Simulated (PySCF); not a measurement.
H5BFN, singlet, B3LYP/def2-SVP optimised geometry.

```
8

B     -0.86    -0.12     0.00
H     -1.14     1.08     0.00
H     -1.14    -0.73     1.03
F     -1.18    -0.79    -1.18
N      0.82    -0.12     0.00
H      1.17    -1.08    -0.01
H      1.18     0.36     0.83
H      1.17     0.36    -0.83
```

Density from PySCF with B3LYP/def2-TZVP at that geometry.

Minimum of the electron density along straight lines between bonded atoms, close to the bond critical point (lines longer than 1.1 times the sum of covalent radii, or with two minima, are not listed):

| bond | length / Å | ρ at the minimum / e bohr⁻³ | ∇²ρ there / e bohr⁻⁵ | position (fraction from the first atom) |
|---|---|---|---|---|
| B1–H2 | 1.227 | 0.173 | -0.34 | 0.43 |
| B1–H3 | 1.227 | 0.173 | -0.34 | 0.43 |
| B1–F4 | 1.392 | 0.167 | 0.94 | 0.33 |
| B1–N5 | 1.678 | 0.105 | 0.25 | 0.31 |
| N5–H6 | 1.024 | 0.332 | -1.64 | 0.74 |
| N5–H7 | 1.023 | 0.333 | -1.65 | 0.74 |
| N5–H8 | 1.024 | 0.332 | -1.64 | 0.74 |
